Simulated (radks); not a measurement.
All-electron atom: Ho+ in [Kr] 4d10 4f12 5s1 5p6 6s1 (not the ground configuration). Calculated with a radial shooting solver on a logarithmic mesh with Libxc functionals: scalar-relativistic Kohn-Sham, LDA (Slater exchange, Perdew-Zunger correlation), spin-polarised, spherical densities, finite nucleus; open shells are filled with parallel spins first (spin-orbit coupling, left out, can overturn this in heavy ions); Fermi nuclear charge, rms radius 5.2022 fm.

Unscreened Slater integrals over Kohn-Sham orbitals (cm^-1). They are taken over the spin-up orbitals.

| integral | value |
|---|---|
| F0(4f,4f) | 239170 |
| F2(4f,4f) | 109010 |
| F4(4f,4f) | 67554 |
| F6(4f,4f) | 48371 |
| F0(4f,6s) | 71642 |
| G3(4f,6s) | 3023.2 |
| F0(4f,5p) | 154690 |
| F2(4f,5p) | 53669 |
| G2(4f,5p) | 30468 |
| G4(4f,5p) | 22803 |
| F0(4f,5s) | 175950 |
| G3(4f,5s) | 34980 |
| F0(6s,6s) | 55272 |
| F0(6s,5p) | 68548 |
| G1(6s,5p) | 5568.5 |
| F0(6s,5s) | 69724 |
| G0(6s,5s) | 2873.5 |
| F0(5p,5p) | 130400 |
| F2(5p,5p) | 69786 |
| F0(5p,5s) | 140720 |
| G1(5p,5s) | 93121 |
| F0(5s,5s) | 154590 |

Derived for the open shells (J is the average intra-shell exchange parameter used in DFT+U). 4f: F4/F2 = 0.620, F6/F2 = 0.444, J = (286 F2 + 195 F4 + 250 F6)/6435 = 8771 cm^-1.
